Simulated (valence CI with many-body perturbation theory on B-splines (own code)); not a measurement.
**E1 transitions of Sb XLVII**

Computed by valence CI with perturbative core correlation (CI+MBPT): three valence electrons over a frozen Dirac-Fock core [He], radial functions for each j: 11 s, 11 p, 10 d, 8 f, 5 g, 2 h, with the one-electron correlation potential Σ1, the two-electron term Σ2, the three-electron term Σ3, Breit, model QED; selected CI, second order for the rest, scaled by the run's own slope (own B-spline code, finite nucleus).

The last digits are not significant, and no measured levels were compared; by estimate large intervals hold to a few tenths of a per cent, small ones and those within an open d or f shell to about a per cent.

Lines 101 to 150 of 485 in falling wavelength, among levels below 486.13 Ry, chosen from the strongest by gf and those to the six lowest levels. Wavelengths and rates use the calculated energies. Electric multipoles are in the length gauge, E1 and E2 with the static RPA response of the core. Weak lines are less certain than strong ones. Lines between different terms over intervals too small for the method are left out, as are lines whose strength nearly cancels. The highest levels of a list are the least certain.

Levels are named by their leading jj configuration (3d3/2^4 stands for four electrons in 3d with j = 3/2), which in mixed levels can hold well under half, so a name can repeat and another be missing. Letters in brackets count levels of one name in rising energy.

| λ vac (nm) | Upper | Lower | A (s⁻¹) | log gf | Branch % |
| --- | --- | --- | --- | --- | --- |
| 3.160 | (2p3/2^2 3d3/2) J=7/2 | (2s 2p3/2 3d3/2) J=5/2 [b] | 1.55e+11 | -0.73 | 0.0 |
| 3.152 | (2p3/2^2 3s) J=5/2 | (2s 2p3/2 3s) J=3/2 [b] | 2.33e+11 | -0.68 | 1.8 |
| 3.131 | (2p3/2^2 3p1/2) J=3/2 | (2s 2p3/2 3p1/2) J=1/2 | 2.09e+11 | -0.91 | 0.2 |
| 3.120 | (2p3/2^2 3p1/2) J=5/2 | (2s 2p3/2 3p1/2) J=3/2 [b] | 2.19e+11 | -0.72 | 0.2 |
| 3.085 | (2s 2p3/2^2) J=5/2 | (2s^2 2p3/2) J=3/2 | 9.73e+10 | -1.08 | 99.8 |
| 3.083 | (2p3/2^2 3p3/2) J=7/2 | (2p1/2 2p3/2 3s) J=5/2 | 1.18e+11 | -0.87 | 0.1 |
| 3.036 | (2p3/2^2 3p3/2) J=3/2 [a] | (2s 2p3/2 3p3/2) J=1/2 [b] | 2.17e+11 | -0.92 | 0.2 |
| 3.022 | (2p1/2 2p3/2^2) J=3/2 | (2s 2p1/2 2p3/2) J=1/2 | 2.33e+11 | -0.89 | 32.0 |
| 3.013 | (2p1/2 2p3/2^2) J=3/2 | (2s 2p1/2 2p3/2) J=3/2 [b] | 4.50e+10 | -1.61 | 6.2 |
| 2.893 | (2p3/2^2 3p3/2) J=3/2 [b] | (2s 2p3/2 3p3/2) J=3/2 [b] | 2.63e+11 | -0.88 | 0.2 |
| 2.888 | (2p3/2^2 3d5/2) J=7/2 | (2s 2p3/2 3d5/2) J=7/2 [a] | 1.30e+11 | -0.89 | 1.6 |
| 2.882 | (2p1/2 2p3/2^2) J=5/2 | (2s 2p1/2 2p3/2) J=3/2 [b] | 2.69e+11 | -0.70 | 43.2 |
| 2.877 | (2p1/2 2p3/2 3d5/2) J=9/2 | (2s 2p1/2 3d5/2) J=7/2 | 2.10e+11 | -0.58 | 19.5 |
| 2.876 | (2p3/2^3) J=3/2 | (2s 2p3/2^2) J=3/2 | 6.75e+11 | -0.48 | 62.6 |
| 2.869 | (2p1/2 2p3/2 3p3/2) J=7/2 | (2s 2p1/2 3p3/2) J=5/2 | 2.58e+11 | -0.59 | 0.3 |
| 2.861 | (2p1/2 2p3/2 3d5/2) J=7/2 [a] | (2s 2p1/2 3d5/2) J=5/2 [a] | 2.18e+11 | -0.67 | 2.0 |
| 2.860 | (2p3/2^2 3d5/2) J=5/2 [b] | (2s 2p3/2 3d5/2) J=5/2 [b] | 2.85e+11 | -0.68 | 0.1 |
| 2.848 | (2p1/2 2p3/2 3d3/2) J=5/2 [b] | (2s 2p1/2 3d3/2) J=3/2 [b] | 1.84e+11 | -0.87 | 0.1 |
| 2.840 | (2s 2p3/2 3d5/2) J=7/2 [b] | (2s^2 3d5/2) J=5/2 | 3.55e+11 | -0.46 | 0.3 |
| 2.839 | (2p1/2 2p3/2 3p3/2) J=5/2 [a] | (2s 2p1/2 3p3/2) J=3/2 [a] | 2.22e+11 | -0.79 | 0.2 |
| 2.825 | (2p3/2^2 3p3/2) J=5/2 | (2s 2p3/2 3p3/2) J=5/2 [a] | 2.18e+11 | -0.81 | 0.2 |
| 2.823 | (2p1/2 2p3/2 3d3/2) J=7/2 | (2s 2p1/2 3d3/2) J=5/2 | 2.07e+11 | -0.70 | 17.5 |
| 2.820 | (2p1/2 2p3/2 3d5/2) J=7/2 [b] | (2s 2p1/2 3d5/2) J=5/2 [b] | 1.25e+11 | -0.92 | 0.0 |
| 2.817 | (2p3/2^2 3p1/2) J=1/2 | (2s 2p3/2 3p1/2) J=3/2 [b] | 5.08e+11 | -0.92 | 0.4 |
| 2.815 | (2p1/2 2p3/2 3p1/2) J=5/2 | (2s 2p1/2 3p1/2) J=3/2 | 2.76e+11 | -0.71 | 0.1 |
| 2.812 | (2p1/2 2p3/2 3p1/2) J=3/2 [b] | (2s 2p1/2 3p1/2) J=1/2 [b] | 2.71e+11 | -0.89 | 0.2 |
| 2.810 | (2s 2p3/2 3p3/2) J=5/2 [b] | (2s^2 3p3/2) J=3/2 | 3.68e+11 | -0.58 | 0.6 |
| 2.806 | (2p3/2^2 3s) J=1/2 | (2s 2p3/2 3s) J=3/2 [b] | 5.36e+11 | -0.90 | 1.6 |
| 2.797 | (2p3/2^2 3d3/2) J=3/2 [b] | (2s 2p3/2 3d3/2) J=5/2 [b] | 2.75e+11 | -0.89 | 0.1 |
| 2.796 | (2s 2p3/2 4s) J=3/2 [b] | (2s^2 4s) J=1/2 | 4.45e+11 | -0.68 | 1.5 |
| 2.791 | (2p1/2 2p3/2 3d3/2) J=3/2 [a] | (2s 2p1/2 3d3/2) J=3/2 [a] | 2.55e+11 | -0.92 | 0.3 |
| 2.786 | (2p3/2^2 3d5/2) J=5/2 [b] | (2s 2p3/2 3d5/2) J=7/2 [b] | 3.21e+11 | -0.65 | 0.1 |
| 2.782 | (2s 2p3/2 3d3/2) J=5/2 [b] | (2s^2 3d3/2) J=3/2 | 3.47e+11 | -0.62 | 0.2 |
| 2.781 | (2s 2p3/2 3d3/2) J=3/2 [b] | (2s^2 3d3/2) J=3/2 | 3.65e+11 | -0.77 | 0.1 |
| 2.778 | (2p1/2 2p3/2 3s) J=5/2 | (2s 2p1/2 3s) J=3/2 | 2.64e+11 | -0.74 | 1.4 |
| 2.772 | (2s 2p3/2 3p1/2) J=3/2 [b] | (2s^2 3p1/2) J=1/2 | 4.21e+11 | -0.71 | 0.6 |
| 2.768 | (2s 2p3/2 3d5/2) J=5/2 [b] | (2s^2 3d5/2) J=5/2 | 4.40e+11 | -0.52 | 0.1 |
| 2.757 | (2s 2p3/2 3s) J=3/2 [b] | (2s^2 3s) J=1/2 | 4.41e+11 | -0.70 | 1.3 |
| 2.756 | (2s 2p3/2 3p3/2) J=3/2 [b] | (2s^2 3p3/2) J=3/2 | 3.47e+11 | -0.80 | 0.5 |
| 2.754 | (2p1/2 2p3/2 3d5/2) J=7/2 [b] | (2s 2p1/2 3d5/2) J=7/2 | 1.39e+11 | -0.90 | 0.0 |
| 2.752 | (2s 2p3/2 3d5/2) J=3/2 [b] | (2s^2 3d5/2) J=5/2 | 5.04e+11 | -0.64 | 0.1 |
| 2.741 | (2p3/2^2 3s) J=3/2 | (2s 2p3/2 3s) J=3/2 [a] | 3.04e+11 | -0.86 | 0.5 |
| 2.722 | (2p3/2^2 3p3/2) J=7/2 | (2s 2p3/2 3p3/2) J=7/2 | 2.82e+11 | -0.60 | 0.3 |
| 2.721 | (2p3/2^2 3p1/2) J=3/2 | (2s 2p3/2 3p1/2) J=3/2 [a] | 3.01e+11 | -0.87 | 0.2 |
| 2.720 | (2p3/2^2 3p1/2) J=5/2 | (2s 2p3/2 3p1/2) J=5/2 | 3.06e+11 | -0.69 | 0.2 |
| 2.717 | (2p3/2^2 3d3/2) J=7/2 | (2s 2p3/2 3d3/2) J=7/2 | 2.38e+11 | -0.68 | 0.1 |
| 2.714 | (2p3/2^2 3d5/2) J=9/2 | (2s 2p3/2 3d5/2) J=9/2 | 2.60e+11 | -0.54 | 19.2 |
| 2.707 | (2p3/2^2 3d3/2) J=5/2 | (2s 2p3/2 3d3/2) J=5/2 [a] | 1.82e+11 | -0.92 | 0.1 |
| 2.705 | (2p1/2 2p3/2^2) J=3/2 | (2s 2p1/2 2p3/2) J=5/2 | 4.67e+10 | -1.69 | 6.4 |
| 2.693 | (2s 2p1/2 2p3/2) J=3/2 [b] | (2s^2 2p1/2) J=1/2 | 4.43e+11 | -0.71 | 98.9 |
